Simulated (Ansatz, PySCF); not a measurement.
C3H7BN2, SMILES NB1NCC1=C. Atoms are numbered in the order given.

```xyz
13

C      1.2740    -1.7111     0.0000
C      0.3225    -0.7795     0.0000
C     -1.2012    -0.9021     0.0000
N     -1.3206     0.5537     0.0000
B      0.0846     0.7880     0.0000
N      0.8736     1.9483     0.0000
H      2.3349    -1.4405     0.0000
H      1.0439    -2.7832     0.0000
H     -1.6175    -1.3996    -0.8974
H     -1.6175    -1.3996     0.8974
H     -2.1858     1.0730     0.0000
H      1.8818     1.9084     0.0000
H      0.4967     2.8850     0.0000
```

The structure is a stationary point at PBE0-D3(BJ)/def2-SVP. This is a generated structure with no PubChem entry under its InChIKey; it may be hypothetical. One conformer was computed; it need not be the lowest.

Two levels are set side by side: PBE-D3(BJ)/def2-SVP (Ansatz, a first-principles code) and PBE0-D3(BJ)/def2-SVP (Ansatz). Each level has its own optimised geometry; the coordinates shown are those of the second. Frequencies come from the Hessian of PySCF at each geometry. Differences are taken from unrounded values.

| quantity | PBE0-D3(BJ) | PBE-D3(BJ) | PBE-D3(BJ) minus PBE0-D3(BJ) |
|---|---|---|---|
| mean bond length (Å) | 1.244 | 1.253 | 0.009 |
| bond C1–C2 (Å) | 1.332 | 1.342 | 0.011 |
| bond C2–C3 (Å) | 1.529 | 1.538 | 0.010 |
| bond C2–B5 (Å) | 1.585 | 1.589 | 0.004 |
| bond C3–N4 (Å) | 1.461 | 1.472 | 0.011 |
| bond N4–B5 (Å) | 1.425 | 1.435 | 0.010 |
| bond B5–N6 (Å) | 1.403 | 1.411 | 0.008 |
| bond C1–H7 (Å) | 1.095 | 1.103 | 0.008 |
| bond C1–H8 (Å) | 1.097 | 1.105 | 0.008 |
| bond C3–H9 (Å) | 1.107 | 1.117 | 0.009 |
| bond C3–H10 (Å) | 1.107 | 1.117 | 0.009 |
| bond N4–H11 (Å) | 1.009 | 1.018 | 0.009 |
| bond N6–H12 (Å) | 1.009 | 1.017 | 0.008 |
| bond N6–H13 (Å) | 1.010 | 1.018 | 0.009 |
| highest harmonic wavenumber (cm⁻¹) | 3766 | 3646 | -121 |
| mean harmonic wavenumber (cm⁻¹) | 1431 | 1380 | -51 |
| zero-point energy (kcal/mol) | 67.52 | 65.12 | -2.39 |

Exact exchange shortens and stiffens bonds; PBE has none. Differences between two approximate levels are no errors against the true value.
